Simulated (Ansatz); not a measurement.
## A family of molecules: the atomisation energy (no zero-point term)

Gas-phase molecules, one atom swapped for its congeners: SiH2(CH3)(GeH3); SiH2(GeH3)(SiH3); SiH2(GeH3)2. All are singlets with charge 0.

Shapes, held fixed at every level: PBE0-D4/def2-TZVP. Programs: Ansatz 0.2.0. Values in eV.

| level | SiH2(CH3)(GeH3) | SiH2(GeH3)(SiH3) | SiH2(GeH3)2 |
| --- | --- | --- | --- |
| PBE-D4/def2-TZVPP | 35.13 | 30.82 | 29.79 |
| r2SCAN-D4/def2-TZVPP | 35.40 | 31.40 | 30.40 |
| r2SCAN0-D4/def2-TZVPP | 35.22 | 31.28 | 30.25 |
| MP2/def2-SVP | 33.08 | 28.81 | 27.89 |
| MP2/def2-TZVPP | 34.41 | 30.21 | 29.32 |
| CCSD/def2-TZVPP | 34.49 | 30.64 | 29.76 |
| CCSD(T)/def2-TZVPP | 34.79 | 30.87 | 30.01 |

At CCSD(T)/def2-TZVPP the atomisation energy falls at every step, from 34.79 to 30.01 eV. Every level shows the same order. Relativity is left out for Ge. Outer-core shells of Ge are correlated, in sets that cover them unevenly. Spin-orbit coupling, which grows down the group, is left out (summed over each molecule's free atoms 0.14, 0.16, 0.26 eV).
